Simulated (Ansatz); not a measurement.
Consider the ligand exchange at the In–O bond: `[F][In]([Cl])[O][SiH3]` + H–F → `[F][In]([F])[Cl]` + `O[SiH3]`.

Calculated with Ansatz (gas phase, PBE0-D4/def2-TZVP geometries, no zero-point term in ΔE). CCSD(T)/CBS adds triple-zeta CCSD(T) − MP2 to the extrapolated MP2 energy (def2 sets, frozen cores). This one scheme is used for every species. DFT in def2-TZVPP. B3LYP here is the variant with VWN-RPA as its local correlation; programs differ in this. HSE06 is defined as in plane-wave codes. def2 core potentials past Kr. For In outer-core shells are correlated without core-valence functions, which leaves a few kJ/mol of doubt a bond. One conformer a species, not always the lowest.

```json
{"level": "PBE-D4", "ΔE (kJ/mol)": "-15.5", "difference from CCSD(T)/CBS": "-15.0"}
{"level": "revPBE-D4", "ΔE (kJ/mol)": "-16.5", "difference from CCSD(T)/CBS": "-16.0"}
{"level": "BLYP-D4", "ΔE (kJ/mol)": "-16.7", "difference from CCSD(T)/CBS": "-16.2"}
{"level": "r2SCAN-D4", "ΔE (kJ/mol)": "-15.0", "difference from CCSD(T)/CBS": "-14.5"}
{"level": "B97M-V", "ΔE (kJ/mol)": "-18.1", "difference from CCSD(T)/CBS": "-17.6"}
{"level": "PBE0-D4", "ΔE (kJ/mol)": "-10.5", "difference from CCSD(T)/CBS": "-10.0"}
{"level": "B3LYP-D4", "ΔE (kJ/mol)": "-12.5", "difference from CCSD(T)/CBS": "-12.0"}
{"level": "r2SCANh-D4", "ΔE (kJ/mol)": "-13.0", "difference from CCSD(T)/CBS": "-12.5"}
{"level": "r2SCAN0-D4", "ΔE (kJ/mol)": "-10.5", "difference from CCSD(T)/CBS": "-10.0"}
{"level": "HSE06-D4", "ΔE (kJ/mol)": "-10.3", "difference from CCSD(T)/CBS": "-9.8"}
{"level": "BHLYP-D4", "ΔE (kJ/mol)": "-7.8", "difference from CCSD(T)/CBS": "-7.3"}
{"level": "ωB97X-V", "ΔE (kJ/mol)": "-13.6", "difference from CCSD(T)/CBS": "-13.1"}
{"level": "ωB97M-V", "ΔE (kJ/mol)": "-12.5", "difference from CCSD(T)/CBS": "-12.0"}
{"level": "B2PLYP", "ΔE (kJ/mol)": "-11.4", "difference from CCSD(T)/CBS": "-10.9"}
{"level": "PBE-QIDH", "ΔE (kJ/mol)": "-5.4", "difference from CCSD(T)/CBS": "-4.9"}
{"level": "PBE", "ΔE (kJ/mol)": "-19.6", "difference from CCSD(T)/CBS": "-19.1"}
{"level": "revPBE", "ΔE (kJ/mol)": "-21.9", "difference from CCSD(T)/CBS": "-21.4"}
{"level": "BLYP", "ΔE (kJ/mol)": "-24.0", "difference from CCSD(T)/CBS": "-23.5"}
{"level": "PBE0", "ΔE (kJ/mol)": "-14.3", "difference from CCSD(T)/CBS": "-13.8"}
{"level": "B3LYP", "ΔE (kJ/mol)": "-19.0", "difference from CCSD(T)/CBS": "-18.5"}
{"level": "r2SCANh", "ΔE (kJ/mol)": "-14.4", "difference from CCSD(T)/CBS": "-13.9"}
{"level": "r2SCAN0", "ΔE (kJ/mol)": "-12.0", "difference from CCSD(T)/CBS": "-11.5"}
{"level": "HSE06", "ΔE (kJ/mol)": "-14.0", "difference from CCSD(T)/CBS": "-13.5"}
{"level": "BHLYP", "ΔE (kJ/mol)": "-15.1", "difference from CCSD(T)/CBS": "-14.6"}
{"level": "CAM-B3LYP", "ΔE (kJ/mol)": "-17.8", "difference from CCSD(T)/CBS": "-17.3"}
{"level": "LC-ωPBE", "ΔE (kJ/mol)": "-17.3", "difference from CCSD(T)/CBS": "-16.8"}
{"level": "RPA@PBE/def2-TZVPP", "ΔE (kJ/mol)": "-2.2", "difference from CCSD(T)/CBS": "-1.7"}
{"level": "HF/def2-SVP", "ΔE (kJ/mol)": "-11.0", "difference from CCSD(T)/CBS": "-10.5"}
{"level": "MP2/def2-SVP", "ΔE (kJ/mol)": "-5.7", "difference from CCSD(T)/CBS": "-5.2"}
{"level": "CCSD/def2-SVP", "ΔE (kJ/mol)": "-7.0", "difference from CCSD(T)/CBS": "-6.5"}
{"level": "CCSD(T)/def2-SVP", "ΔE (kJ/mol)": "-5.9", "difference from CCSD(T)/CBS": "-5.4"}
{"level": "MP2/def2-TZVPP", "ΔE (kJ/mol)": "2.9", "difference from CCSD(T)/CBS": "3.4"}
{"level": "SCS-MP2/def2-TZVPP", "ΔE (kJ/mol)": "-1.1", "difference from CCSD(T)/CBS": "-0.6"}
{"level": "CCSD/def2-TZVPP", "ΔE (kJ/mol)": "-1.9", "difference from CCSD(T)/CBS": "-1.4"}
{"level": "CCSD(T)/def2-TZVPP", "ΔE (kJ/mol)": "-0.6", "difference from CCSD(T)/CBS": "-0.1"}
{"level": "HF/def2-QZVPP", "ΔE (kJ/mol)": "-14.8", "difference from CCSD(T)/CBS": "-14.3"}
{"level": "MP2/def2-QZVPP", "ΔE (kJ/mol)": "2.7", "difference from CCSD(T)/CBS": "3.2"}
{"level": "SCS-MP2/def2-QZVPP", "ΔE (kJ/mol)": "-1.5", "difference from CCSD(T)/CBS": "-1.0"}
{"level": "HF/CBS(def2)", "ΔE (kJ/mol)": "-15.0", "difference from CCSD(T)/CBS": "-14.5"}
{"level": "MP2/CBS(def2)", "ΔE (kJ/mol)": "3.0", "difference from CCSD(T)/CBS": "3.5"}
{"level": "CCSD(T)/CBS", "ΔE (kJ/mol)": "-0.5", "difference from CCSD(T)/CBS": "0"}
```

Largest T1 diagnostic among the species: 0.016.

From PBE to PBE0 (25 % exact exchange), in def2-TZVPP and without D4, ΔE moves by +5.3 kJ/mol. Leaving LDA and LC-ωPBE aside and taking each functional with its dispersion term where it has one, the values spread over 12.7 kJ/mol, from B97M-V to PBE-QIDH. LDA lies +7.9 kJ/mol from PBE without D4.
